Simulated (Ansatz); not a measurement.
Species: sum formula H$_{8}$Si$_{3}$NO, net charge 0, doublet state. It need not be the lowest isomer of its formula. 
Structure (B3LYP-D3(BJ)/def2-TZVP (Ansatz, a first-principles code) minimum search):
```xyz
13

Si    -0.0139    -0.5898    -1.3471
N     -1.4777    -0.3168    -0.5129
Si    -2.1068     0.2665     0.9771
O      1.3649    -0.3327    -0.5034
Si     2.0847     0.5237     0.6953
H     -0.0180    -2.0084    -1.7635
H     -0.0425     0.3232    -2.5133
H     -2.3960     1.7054     0.7400
H     -3.3620    -0.4430     1.3127
H     -1.1660     0.1487     2.1201
H      1.2792     1.7265     1.0160
H      3.4308     0.9380     0.2452
H      2.2023    -0.3173     1.9068
```
Charge 0, spin multiplicity 2.

Quantity: atomisation energy (electronic, to ground-state atoms), in kJ/mol. Correlated levels leave the core frozen unless marked. Open shells are spin-unrestricted. No spin-orbit coupling. Non-relativistic. The coupled-cluster limit lacks core correlation, which all-electron functionals hold. CBS marks a two-point X^-3 extrapolation of the correlation energy; Hartree-Fock from the larger set.

```
level                                        program  atomisation energy (kJ/mol)
------------------------------------  --------------  ---------------------------
SVWN5/def2-TZVPD                              Ansatz                       4667.6
PBE/def2-TZVPD                                Ansatz                       4136.8
BLYP/def2-TZVPD                               Ansatz                       4115.6
r2SCAN-D4/def2-TZVPD                  Ansatz + dftd4                          ___
PBE0/6-31G*                                   Ansatz                       4015.9
PBE0-D4/def2-TZVPD                    Ansatz + dftd4                       4129.0
CAM-B3LYP/def2-TZVPD                          Ansatz                          ___
B2GP-PLYP/def2-TZVPD                          Ansatz                       4121.7
B2PLYP-D3(BJ)/def2-TZVPD              Ansatz + dftd3                       4157.4
B2PLYP-D4/def2-TZVPD                  Ansatz + dftd4                       4152.2
CCSD(T)/CBS(cc-pV(T+d)Z,cc-pV(Q+d)Z)          Ansatz                          ___
```

Q: Complete the blanks.

A: 
- r2SCAN-D4/def2-TZVPD, atomisation energy (kJ/mol): 4194.3
- CAM-B3LYP/def2-TZVPD, atomisation energy (kJ/mol): 4205.0
- CCSD(T)/CBS(cc-pV(T+d)Z,cc-pV(Q+d)Z), atomisation energy (kJ/mol): 4211.9
